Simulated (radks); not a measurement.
Values are calculated unless marked as measured or tabulated.
Species: Au-. Configuration: [Hg]. Level of theory: scalar-relativistic Kohn-Sham, r2SCAN, spin-unpolarised, spherical densities, finite nucleus; meta-GGA in the generalised Kohn-Sham scheme; Fermi nuclear charge, rms radius 5.4371 fm; Watson sphere of charge +1 and radius 4.86 bohr (a radial shooting solver on a logarithmic mesh with Libxc functionals).

X-ray form factor f0, the Fourier transform of the density (f0(0) = 80):

sin(theta)/lambda (1/angstrom)  f0 (electrons)
0.05                                    78.687
0.1                                     75.409
0.15                                    71.321
0.2                                     67.126
0.25                                    63.091
0.3                                     59.305
0.4                                     52.579
0.5                                     46.938
0.6                                     42.189
0.8                                     34.524
1                                       28.480
1.25                                    22.766
1.5                                     18.900
2                                       14.702
